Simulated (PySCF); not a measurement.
**Two-dimensional NMR puzzle**

Compound of formula C$_{4}$H$_{4}$F$_{4}$. Correlations simulated from computed shifts and the bond graph:

HSQC (one-bond C–H):
```tsv
δH	δC
6.00	123.0
4.48	77.8
2.64	34.0
```

COSY cross peaks (H two or three bonds apart, from the bond graph; peaks can be absent where the dihedral angle is near 90°):
```tsv
δH	δH
6.00	2.64
4.48	2.64
```

HMBC (two and three bonds, from the bond graph):
```tsv
δH	δC
6.00	77.8, 34.0
4.48	170.5, 123.0, 34.0
2.64	170.5, 123.0, 77.8
```

Carbons without hydrogens: δ 170.5.

- structure optimised with GFN2-xTB
- PBE0/pcSseg-1 with gauge-including orbitals
- code: PySCF 2.14
- equivalent nuclei averaged, non-relativistic Hamiltonian, single conformer, no solvent

References, each an isolated molecule treated in the same way: TMS for ¹H (31.72 ppm), ¹³C (186.93 ppm).

Exchangeable hydrogens are left out of these lists.

Which molecule is this?

Answers

SMILES FC(F)=CCC(F)F.

Numbering as in the mapped SMILES `[F:1][C:2]([F:3])=[CH:4][CH2:5][CH:6]([F:7])[F:8]`. Each H is labelled by its parent atom.

- δC 170.5 is C2, a fully substituted alkene carbon.
- δC 123.0 is C6, an sp3 CH bonded to 2 F (δH 6.00).
- δC 77.8 is C4, an alkene CH (δH 4.48).
- δC 34.0 is C5, an allylic sp3 CH2 (δH 2.64).
- HMBC from δH 4.48 reaches the proton-free carbon C2.
- HMBC from δH 2.64 reaches the proton-free carbon C2.
- COSY links 6.00–2.64, 4.48–2.64.

This is the structure that produced the data.

Shifts are as computed. Against solution values, carbons near 30 ppm lie about +3 ppm off and those near 130 ppm about +5 ppm. Of 1309 compounds with measured shifts, 239 miss one by over three times the rms of a fit or turn the order of signals round; such compounds aren't used in these exercises.
